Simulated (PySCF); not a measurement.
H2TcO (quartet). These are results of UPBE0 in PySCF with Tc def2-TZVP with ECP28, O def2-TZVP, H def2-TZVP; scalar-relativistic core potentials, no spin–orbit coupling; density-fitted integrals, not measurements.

Harmonic bands of its minimum:

| ω (cm⁻¹) | IR (km/mol) |
| --- | --- |
| 360 | 44.5 |
| 586 | 0.1 |
| 674 | 46.3 |
| 1023 | 180 |
| 1970 | 138 |
| 1977 | 101 |

Question: The central atom is Tc. Infer the point group and assign the bands.

Answer: Cs. The modes span 4a' + 2a'': 360 a', 586 a'', 674 a', 1023 a', 1970 a'', 1977 a'. The computed geometry has Tc–H 1.655 Å (×2), Tc–O 1.667 Å; H–Tc–H 110.0°, H–Tc–O 112.3° (×2).

Other isomers or separated fragments may lie lower. Other spin states or occupations of the open shell can lie lower.
